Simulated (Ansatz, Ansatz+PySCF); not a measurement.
```yaml
atoms:
  - { symbol: B, position_ang: [0.0000, 0.0000, 0.0000] }
  - { symbol: N, position_ang: [0.0000, 0.0000, 1.4091] }
```

Basis set: def2-SVP (spherical functions). Frozen core: 2 orbitals. Correlation on ROHF uses semicanonical orbitals with singles. Charge 0, multiplicity 3.

Computed with Ansatz (development build ahead of 0.2.0); each method stands on the lowest determinant of its kind that the runs found.

(1) Give the atomization energy at this shape (free ground-state atoms in the same class of orbitals less the molecule, no zero-point energy) of triplet BN by ROHF-CCSD(T), ROHF-MP2, UHF-MP2, ROHF.

Results:

(1)

```tsv
method	atomization energy
ROHF-CCSD(T)	3.98 eV
ROHF-MP2	4.22 eV
UHF-MP2	3.02 eV
ROHF	2.02 eV
```

Caution: another spin multiplicity may lie lower. Caution for UHF-MP2: the unrestricted determinant is spin contaminated.
